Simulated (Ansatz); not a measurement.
Reaction (ligand exchange at a Ge–N bond): `[NH2][GeH2][NH2]` + HCl → `[NH2][GeH2][Cl]` + NH₃

Gas-phase electronic energies from Ansatz, PBE0-D4/def2-TZVP geometries. CCSD(T)/CBS adds triple-zeta CCSD(T) − MP2 to the extrapolated MP2 energy (def2 sets, frozen cores). This one scheme is used for every species. Functionals use def2-TZVPP. B3LYP here is the variant with VWN-RPA as its local correlation; programs differ in this. For Ge outer-core shells are correlated without core-valence functions, which leaves a few kJ/mol of doubt a bond. Scalar relativity is left out up to krypton. One conformer a species, not always the lowest.

```
        level  ΔE (kcal/mol)
     B3LYP-D4          -19.8
MP2/CBS(def2)          -18.9
```

(1) What does CCSD(T)/CBS give? (Best estimate.)

(2) What do rigid-rotor, harmonic-oscillator terms from PBE0-D4/def2-TZVP frequencies (298.15 K, 1 bar) make of the CCSD(T)/CBS value? (Best estimate.)

Largest T1 diagnostic among the species: 0.010.

Results:

(1) Computed: -18.3 kcal/mol. The listed levels differ from it by -1.5, -0.6 kcal/mol.

(2) Ansatz gave: ΔZPE = +2.2 kcal/mol, ΔH = -16.2 kcal/mol, ΔS = 11 J/(mol·K), ΔG = -17.0 kcal/mol.

In def2-TZVPP, CCSD(T) changes the Hartree–Fock value by +2.6 kcal/mol (the triples alone add +0.0 kcal/mol) and MP2 by +2.1 kcal/mol. Leaving LDA and LC-ωPBE aside and taking each functional with its dispersion term where it has one, the values, not all of them listed here, spread over 1.2 kcal/mol, from B97M-V to CAM-B3LYP-D4. LDA lies +1.8 kcal/mol from PBE without D4.
